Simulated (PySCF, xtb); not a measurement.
C₂H₆ClFOSi, SMILES CC[Si](O)(F)Cl.

xtb with GFN2-xTB at its own geometry gives an orbital gap of 7.34 eV and a dipole moment of 1.69 D.

Geometry optimised at B3LYP-D3(BJ)/def2-SVP. The values are those of a single conformer.

Q: What does PBE/def2-TZVP run with PySCF give? (Estimate from the structure and the level; the computed values follow.)

A: gap 7.27 eV (levels -7.63 and -0.36 eV), dipole 1.27 D.
